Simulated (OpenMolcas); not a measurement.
## Predicting a hybrid from its neighbours: SnNH4F

The species is SnNH4F (7 atoms), meant as a singlet with charge 0. As SMILES, `[NH2][SnH2][F]`. Geometry: relaxed at PBE0-D4/def2-TZVP. This is one conformer, not always the lowest.

The HOMO–LUMO gap y, in eV, basis def2-SVP with a core potential; a is the functional's share of exact exchange. Programs: OpenMolcas 26.06.

| functional | program | a | y (eV) |
| --- | --- | --- | --- |
| TPSS | OpenMolcas | 0 | 5.45 |
| PBE | OpenMolcas | 0 | 5.20 |
| B3LYP | OpenMolcas | 0.2 | ? |
| PBE0 | OpenMolcas | 0.25 | 7.66 |
| BHLYP | OpenMolcas | 0.5 | 9.80 |

Task: Fit y = c + s·a to the known rows and predict B3LYP.

Result: 
1. Means of the 4 rows: a = 0.1875, y = 7.027.
2. Σ(Δa)² = 0.17188, Σ(Δa·Δy) = 1.5444, so the slope is 1.5444/0.17188 = 8.9853.
3. Intercept: 7.027 − (8.9853) × 0.1875 = 5.342. The largest residual of the fit is 0.14.
4. B3LYP: 5.342 + (8.9853) × 0.2 = 7.14 eV.

The run gave 7.05 eV, so the prediction is off by +0.09 eV, within the largest residual. Exact exchange lowers occupied levels and raises empty ones. The rows mix families of semi-local functionals, which the line can't see.
